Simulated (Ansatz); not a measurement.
`[F][Ti]([F])([F])[Br]` + HCl → `[F][Ti]([F])([Cl])[Br]` + H–F  (ligand exchange at a Ti–F bond)

Calculated with Ansatz (gas phase, PBE0-D4/def2-TZVP geometries, no zero-point term in ΔE). CCSD(T)/CBS adds triple-zeta CCSD(T) − MP2 to the extrapolated MP2 energy (def2 sets, frozen cores). This one scheme is used for every species. Functionals use def2-TZVPP. HSE06 is defined as in plane-wave codes. For Br, Ti outer-core shells are correlated without core-valence functions, which leaves a few kJ/mol of doubt a bond. Scalar relativity is left out up to krypton.

```tsv
level	ΔE (kJ/mol)	difference from CCSD(T)/CBS
PBE-D4	21.6	10.4
revPBE-D4	21.3	10.1
B97M-V	24.2	13.0
HSE06-D4	17.5	6.3
ωB97X-V	30.9	19.7
PBE	24.9	13.7
revPBE	26.4	15.2
BHLYP	26.2	15.0
LC-ωPBE	36.6	25.4
HF/def2-SVP	36.6	25.4
CCSD/def2-SVP	42.0	30.8
CCSD(T)/def2-SVP	35.1	23.9
HF/def2-TZVPP	30.8	19.6
MP2/def2-TZVPP	8.4	-2.8
CCSD/def2-TZVPP	24.8	13.6
CCSD(T)/def2-TZVPP	18.7	7.5
CCSD(T)/CBS	11.2	0
```

Largest T1 diagnostic among the species: 0.022, so the coupled-cluster value is less sure than usual.

From r2SCAN to r2SCAN0 (25 % exact exchange), in def2-TZVPP and without D4, ΔE moves by −3.8 kJ/mol. Leaving LDA and LC-ωPBE aside and taking each functional with its dispersion term where it has one, the values, not all of them listed here, spread over 16.8 kJ/mol, from PBE-QIDH to ωB97X-V. LDA lies −3.3 kJ/mol from PBE without D4. In def2-TZVPP, CCSD(T) changes the Hartree–Fock value by −12.1 kJ/mol (the triples alone add −6.1 kJ/mol) and MP2 by −22.4 kJ/mol.
